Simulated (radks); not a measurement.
Results of a calculation; reference values are marked as such.
Charge is removed step by step from the 1s1/2 level of Rb, starting from [Kr] 5s1. Code: a radial shooting solver on a logarithmic mesh with Libxc functionals. Model: Dirac Kohn-Sham, LDA (Slater exchange, Perdew-Wang correlation), spin-unpolarised, spherical densities, point nucleus.

| removed (e) | E - E(0) (eV) | eigenvalue (eV) | E minus straight line (eV) |
|---|---|---|---|
| 0 | 0.000 | -15004.3 | 0.000 |
| 0.1 | 1502.8 | -15051.0 | -20.943 |
| 0.2 | 3010.2 | -15097.8 | -37.213 |
| 0.3 | 4522.3 | -15144.4 | -48.814 |
| 0.4 | 6039.1 | -15191.0 | -55.752 |
| 0.5 | 7560.5 | -15237.5 | -58.035 |
| 0.6 | 9086.6 | -15283.9 | -55.671 |
| 0.7 | 10617.3 | -15330.2 | -48.672 |
| 0.8 | 12152.6 | -15376.4 | -37.049 |
| 0.9 | 13692.6 | -15422.4 | -20.819 |
| 1 | 15237.1 | -15468.2 | 0.000 |

Removing the whole electron costs 15237.1 eV by Delta-SCF, against 15004.3 eV from minus the eigenvalue at the starting occupation. Slater's transition state (half an electron removed) gives 15237.5 eV. Integrating minus the eigenvalue over the occupation (Janak's theorem) gives 15237.1 eV. The mean slope of the eigenvalue, de/dn, is 464 eV per electron.
